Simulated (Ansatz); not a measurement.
C$_{2}$H$_{3}$F$_{3}$Te, SMILES `C[Te]C(F)(F)F`, relaxed with RKS PBE-D4/def2-SVP in the Gaussian-basis code of Ansatz from a rough embedded geometry. The force threshold is 0.03 eV/Å; the program also tests the step.

Charge 0, multiplicity 1. Te takes the def2 core potential.

Start:

```xyz
9

C     0.811   -1.258    0.543
Te   -1.244   -0.809    0.260
C    -0.807    1.182   -0.480
F    -0.231    1.868    0.465
F    -2.027    1.801   -0.778
F    -0.058    1.080   -1.638
H     0.952   -2.242    0.915
H     1.236   -0.472    1.213
H     1.368   -1.152   -0.501
```

(1) How much energy does the relaxation release, and in how many steps? (An estimate is asked.)

(2) Which bonds change most? (An estimate is asked.)

(3) Give the relaxed structure. (Estimate.)

## Answers

(1) The calculation gave: 0.37 eV, in 5 steps.

(2) The calculation gave: C1–H9 from 1.188 to 1.104 Å; C3–F5 from 1.401 to 1.346 Å; C1–Te2 from 2.122 to 2.173 Å; C3–F4 from 1.302 to 1.349 Å.

(3) Ansatz gave: 
```xyz
9

C     0.846   -1.233    0.517
Te   -1.280   -0.860    0.263
C    -0.847    1.167   -0.492
F    -0.189    1.910    0.423
F    -2.001    1.792   -0.794
F    -0.080    1.133   -1.601
H     0.953   -2.258    0.916
H     1.255   -0.500    1.235
H     1.343   -1.152   -0.466
```
